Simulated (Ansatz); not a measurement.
Harmonic frequencies (cm⁻¹) at PBE0-D4/def2-TZVP from Ansatz: 74, 121, 314, 317, 413, 564, 666, 669, 747, 778, 868, 1921, 1946, 2111, 2117.

Task: Which molecule is it?
A. `CC(N)=O`
B. `[F][GeH2][AlH2]`
C. `[O]1[AlH][SiH2][SiH2]1`
D. `[F][AlH][GeH3]`

Result: B.
